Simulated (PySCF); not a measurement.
Run record: geometry optimisation, `[BH3-][O+]1CC[C@@H]1F`.

Computed with PBE0-D3(BJ)/def2-SVP geometry optimisation, gas phase (PySCF 2.14.0). Start geometry: GFN2-xTB. A driver script takes a list of jobs; this job's settings line and coordinates (Å) are shown.

Command:
```bash
OMP_NUM_THREADS=1 python probes_run.py task.json out
```

Input:
```
{"job": {"xc": "PBE0", "basis": "def2-SVP", "d3": "d3bj", "grid": 1, "shake": 0.01, "kind": "geom"}, "charge": 0, "multiplicity": 1}
B      1.888790    -0.291800     0.068520
O      0.357920     0.174170     0.553830
C     -0.383000     1.096060    -0.293310
C     -1.513360     0.131480    -0.352100
C     -0.653810    -0.807370     0.458030
F     -1.136820    -1.087250     1.702050
H      1.742890    -0.680430    -1.048610
H      2.497250     0.748850     0.131020
H      2.176300    -1.087690     0.871400
H     -0.531180     2.044070     0.239830
H      0.148810     1.258060    -1.219860
H     -2.428700     0.447190     0.199160
H     -1.843790    -0.222380    -1.345690
H     -0.328460    -1.738060     0.027970
```

Output:
```
step   0  E = -318.40047500  max force = 0.041309
step   1  E = -318.40594301  max force = 0.008571
step   2  E = -318.40617854  max force = 0.001688
step   3  E = -318.40620768  max force = 0.000912
step   4  E = -318.40623108  max force = 0.002070
step   5  E = -318.40625102  max force = 0.002524
step   6  E = -318.40626614  max force = 0.001632
step   7  E = -318.40627519  max force = 0.000612
step   8  E = -318.40627833  max force = 0.000371
optimisation converged
```

Energies in Eh; «max force» is the largest Cartesian gradient component in Eh/bohr.

Question: How much energy does the optimisation release, in kJ/mol?

Answer: E(step 0) − E(last step) = 0.005803 Eh, which is 15.2 kJ/mol.

Question: Give the first gradient maximum in eV/Å.

Answer: With 1 Eh/bohr = 51.422 eV/Å, 2.124 eV/Å.

Main results: final energy -318.40628 Eh after 8 steps; dipole 5.57 D.

Question: Give the final coordinates.

Answer: 0.139 Å rms from the input after alignment:
```
atom  x, y, z in Å
B1     2.5814    0.2573    0.1419
O2     1.0234    0.5867    0.4824
C3     0.2527    1.4878   -0.3568
C4    -0.9313    0.5234   -0.3067
C5     0.0222   -0.4352    0.3955
F6    -0.3467   -0.8412    1.6121
H7     2.5435   -0.1255   -1.0255
H8     3.1391    1.3284    0.3040
H9     2.8631   -0.6082    0.9521
H10    0.1479    2.4679    0.1258
H11    0.7438    1.5838   -1.3349
H12   -1.7447    0.8367    0.3601
H13   -1.3324    0.1830   -1.2685
H14    0.4124   -1.2924   -0.1752
```

Hardware: one thread of an Arm Neoverse V1, shared host. Cost: 61 s of wall time, 0.49 GiB resident at most.
Labels such as C1 count atoms from 1, the log's own numbers from 0.
